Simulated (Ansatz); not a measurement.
Born–Oppenheimer molecular dynamics of Cl₃FH₄NSTa (11 atoms, charge 0, multiplicity 1). It starts at the highest image of a converged band, a first-order saddle point between two minima.

The calculation used RHF/def2-SVP in Ansatz 0.2.0.

```json
{
 "ensemble": "NVE (velocity Verlet)",
 "time step": "0.5 fs",
 "steps asked": "200",
 "starting velocities drawn for": "100 K",
 "seed": "3152"
}
```

First frame:

```xyz
11
Properties=species:S:1:pos:R:3
Ta -0.151 0.162 -0.128
Cl 2.406 -0.813 -0.315
N 0.174 0.585 1.756
H -0.084 -0.093 2.458
H 0.598 1.381 2.194
F 0.109 0.291 -2.000
Cl -2.247 1.119 -0.324
Cl -0.757 -2.046 0.221
S 1.543 2.179 -0.270
H 1.492 2.384 -1.589
H 2.381 0.709 -0.331
```

**Question.** How far do the bonds stretch over the last three quarters of this one trajectory? (Pairs bonded in most of those frames.)

**Answer.** 
```json
{"bond": "Ta1–Cl2", "mean (Å)": "3.187", "spread (Å)": "0.275", "shortest": "2.78", "longest": "3.69"}
{"bond": "Ta1–N3", "mean (Å)": "1.969", "spread (Å)": "0.010", "shortest": "1.96", "longest": "1.99"}
{"bond": "Ta1–F6", "mean (Å)": "1.907", "spread (Å)": "0.016", "shortest": "1.88", "longest": "1.93"}
{"bond": "Ta1–Cl7", "mean (Å)": "2.294", "spread (Å)": "0.005", "shortest": "2.28", "longest": "2.30"}
{"bond": "Ta1–Cl8", "mean (Å)": "2.368", "spread (Å)": "0.025", "shortest": "2.32", "longest": "2.40"}
{"bond": "Ta1–S9", "mean (Å)": "2.454", "spread (Å)": "0.038", "shortest": "2.41", "longest": "2.54"}
{"bond": "Cl2–H11", "mean (Å)": "1.278", "spread (Å)": "0.015", "shortest": "1.25", "longest": "1.30"}
{"bond": "N3–H4", "mean (Å)": "1.008", "spread (Å)": "0.013", "shortest": "0.99", "longest": "1.03"}
{"bond": "N3–H5", "mean (Å)": "1.005", "spread (Å)": "0.011", "shortest": "0.99", "longest": "1.03"}
{"bond": "S9–H10", "mean (Å)": "1.336", "spread (Å)": "0.021", "shortest": "1.30", "longest": "1.37"}
```

Pairs bonded in part of these frames only: Ta1–Cl2 73 %.

Mean temperature of the second half: 546 K. The conserved energy stayed within 0.071 meV per atom of its start (net change 0.034 meV per atom), so the integration is sound. The kinetic energy rose, since the run started high on the potential surface and went downhill. It ends in pieces (Cl2FH3NSTa + ClH), so much of that is their flight and rotation, not heat. A run of 0.1 ps of so small a system gives no equilibrium averages. The orbitals stay closed-shell, which can raise the energy where a bond breaks towards radicals; this wasn't checked here.

Run time: 9.4 min on 4 threads of Arm Neoverse V1, with other jobs on the host, peak memory 0.52 GiB.
